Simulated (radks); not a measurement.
Values are calculated unless marked as measured or tabulated.
S4+, 12 electrons, occupied as [Ne] 3s2.

Code: a radial shooting solver on a logarithmic mesh with Libxc functionals. Model: scalar-relativistic Kohn-Sham, LDA (Slater exchange, Perdew-Wang correlation), spin-polarised, spherical densities, point nucleus.

Energy parts (eV):
total: -10710.199
kinetic: 10745.529
electron-nucleus: -24860.444
Hartree: 4020.926
exchange-correlation: -616.210

Orbitals (lengths in bohr, moments of r in powers of bohr; <r^-3> diverges for s and p1/2):
orbital  occ.  eigenvalue (eV)  <r^-3>    <r^2>      <r^4>
1s          2        -2459.305       -  0.01270  0.0004163
2s          2        -270.1722       -   0.2726     0.1343
2p          6        -216.1806   82.25   0.2418     0.1252
3s          2         -66.0578       -    2.444      9.139

The highest occupied level is 3s at -66.058 eV. The density falls to 0.001 e/bohr^3 at r = 2.80 bohr. Summed over all electrons, <r^2> = 6.910 bohr^2, which gives a Langevin (diamagnetic) susceptibility term of -5.47 x 10^-6 cm^3/mol. For comparison, the ionisation energy in NIST's Atomic Spectra Database is 72.595 eV (measured). In exact Kohn-Sham theory the highest level is minus the ionisation energy, but local and semilocal functionals leave it too shallow, through self-interaction and a potential that decays too fast; potentials with the right tail come closer.
